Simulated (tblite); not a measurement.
Compound: C15H14O.
Numbering: `[CH3:1][c:2]1[cH:3][cH:4][c:5]([CH2:6][c:7]2[cH:8][cH:9][c:10]([CH:11]=[O:12])[cH:13][cH:14]2)[cH:15][cH:16]1` (hydrogens: H17, H18, H19 on C1; H20 on C3; H21 on C4; H22, H23 on C6; H24 on C8; H25 on C9; H26 on C11; H27 on C13; H28 on C14; H29 on C15; H30 on C16)

Computed with GFN2-xTB (tblite), gas phase: L-BFGS steps from a force-field or distance-geometry start until the largest atomic force falls under 0.01 eV/Å.

Geometry at step 1:
```
atom  x, y, z in Å
C1     -4.7656   -0.6642   -1.1588
C2     -3.4648   -0.1926   -0.5601
C3     -3.0679    1.1418   -0.6894
C4     -1.8827    1.5855   -0.1146
C5     -1.0806    0.7168    0.6110
C6      0.2148    1.1971    1.2482
C7      1.4652    0.5697    0.6522
C8      2.2954   -0.2413    1.4319
C9      3.4326   -0.8153    0.9021
C10     3.7764   -0.5790   -0.4436
C11     4.9899   -1.1934   -1.0015
O12     5.7254   -1.8878   -0.3867
C13     2.9539    0.2426   -1.2279
C14     1.8143    0.8089   -0.6856
C15    -1.4862   -0.6175    0.7571
C16    -2.6724   -1.0561    0.1834
H17    -4.7062   -1.7184   -1.4264
H18    -5.0071   -0.1088   -2.0623
H19    -5.5746   -0.5286   -0.4331
H20    -3.6873    1.8447   -1.2373
H21    -1.6036    2.6368   -0.2286
H22     0.2977    2.2846    1.1477
H23     0.1703    1.0045    2.3269
H24     2.0332   -0.4498    2.4728
H25     4.0736   -1.4477    1.5123
H26     5.1785   -0.9528   -2.0807
H27     3.2115    0.4336   -2.2661
H28     1.1825    1.4377   -1.3063
H29    -0.8706   -1.3196    1.3152
H30    -2.9637   -2.1029    0.3123
```

Task: What forces act on the atoms?

Result: 
| atom | Fx (eV/Å) | Fy (eV/Å) | Fz (eV/Å) |
| --- | --- | --- | --- |
| C1 | 0.182 | -0.004 | 0.067 |
| C2 | -0.257 | 0.369 | -0.072 |
| C3 | 0.123 | -0.258 | 0.127 |
| C4 | -0.209 | 0.155 | -0.115 |
| C5 | 0.327 | -0.348 | 0.116 |
| C6 | 0.088 | -0.014 | -0.023 |
| C7 | -0.171 | 0.021 | -0.035 |
| C8 | -0.262 | -0.043 | 0.137 |
| C9 | 0.134 | 0.088 | -0.424 |
| C10 | -0.266 | 0.153 | 0.150 |
| C11 | -1.155 | 1.062 | -0.860 |
| O12 | 1.257 | -1.110 | 0.812 |
| C13 | 0.032 | -0.114 | 0.195 |
| C14 | -0.090 | -0.084 | 0.277 |
| C15 | 0.012 | 0.318 | -0.134 |
| C16 | 0.324 | -0.239 | 0.121 |
| H17 | -0.024 | 0.016 | 0.120 |
| H18 | -0.018 | 0.097 | 0.071 |
| H19 | 0.104 | -0.043 | -0.157 |
| H20 | 0.078 | -0.168 | 0.044 |
| H21 | -0.028 | -0.404 | 0.060 |
| H22 | -0.081 | -0.048 | -0.175 |
| H23 | 0.079 | -0.185 | -0.134 |
| H24 | 0.058 | 0.155 | -0.373 |
| H25 | -0.126 | 0.149 | -0.225 |
| H26 | -0.105 | -0.012 | 0.240 |
| H27 | -0.011 | -0.062 | 0.202 |
| H28 | 0.065 | -0.108 | 0.177 |
| H29 | -0.107 | 0.234 | -0.101 |
| H30 | 0.046 | 0.426 | -0.089 |

The largest, 1.86 eV/Å, acts on O12; the rms over all components is 0.321 eV/Å. The forces sum to zero within rounding, as they must for an isolated molecule in no field.

Task: Give the force on O12 in Eh/bohr and in nN.

Result: 1.863 eV/Å ÷ 51.422 = 0.03623 Eh/bohr, and 1.863 eV/Å × 1.602 = 2.99 nN.

Task: How far is this geometry from the end of the optimisation?

Result: 0.099 eV above it, and 0.159 Å rms away after alignment. The bonds farthest from their final lengths, with half the difference of the two atoms' forces along the bond (positive lengthens):

| bond | now (Å) | final (Å) | force along bond (eV/Å) |
| --- | --- | --- | --- |
| C11=O12 | 1.184 | 1.206 | +1.82 |
| C6–C7 | 1.521 | 1.503 | -0.11 |
| C5–C6 | 1.521 | 1.508 | -0.08 |
| C16–H30 | 1.094 | 1.081 | -0.29 |
| C9–C10 | 1.409 | 1.396 | -0.32 |
| C5–C15 | 1.402 | 1.389 | -0.28 |

The angle farthest from its final value is C5–C6–C7, 113.9° against 109.9°.

Of the 6 listed bonds off by 0.010 Å or more, this force points towards the final length in 6.

The cost below is that of the whole relaxation. Time: 1.1 s wall. Hardware: Arm Neoverse V1, one thread, no GPU, on a shared host.
